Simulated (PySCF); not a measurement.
C2H8Sn, SMILES [CH3][SnH2][CH3]. The structure is a stationary point at PBE-D3(BJ)/def2-SVP. The def2 effective core potentials stand for the cores of Sn; spin–orbit coupling is left out.

Computed with PySCF 2.14.0 with PBE-D3(BJ)/def2-SVP.

Harmonic wavenumbers (cm⁻¹): 89, 90, 129, 324, 463, 497, 505, 537, 693, 727, 757, 759, 766, 1158, 1164, 1384, 1384, 1389, 1392, 1827, 1835, 2990, 2990, 3101, 3102, 3104, 3104. Rotational constants (GHz): 9.558, 4.560, 3.388; symmetry number 2.

Question: Work out the zero-point energy and the ideal-gas rigid-rotor harmonic-oscillator thermochemistry at 298.15 K and 1 atm.

Answer: ZPE = ½ Σ hcν = ½ × 36258 cm⁻¹ = 216.87 kJ/mol. H − E(el) = 237.40 kJ/mol. Entropy in J/(mol K): translation 171.30, rotation 99.63, vibration 65.84, total 336.78. G − E(el) = 136.99 kJ/mol. Cp = 105.17 J/(mol K). Modes under 150 cm⁻¹ make the vibrational entropy uncertain.
